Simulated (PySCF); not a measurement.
GeH₂Cl₂, SMILES [Cl][GeH2][Cl]. Geometry optimised at B3LYP-D3(BJ)/def2-TZVP.

TDA-B3LYP/def2-SVPD run with PySCF puts the lowest singlet excitations at 6.39, 6.61, 6.68, 6.87, 7.05, 7.28 eV.

Task: What are the lowest excitation roots from PySCF 2.14.0 with ADC(2)/aug-cc-pVDZ? (An estimate is asked for; the answer gives what the named calculation found.)

Result: 7.30, 7.46, 7.51, 7.79, 7.95, 8.08 eV. S1 differs by 0.91 eV (second minus first; roots are paired by order, and the bases may differ).
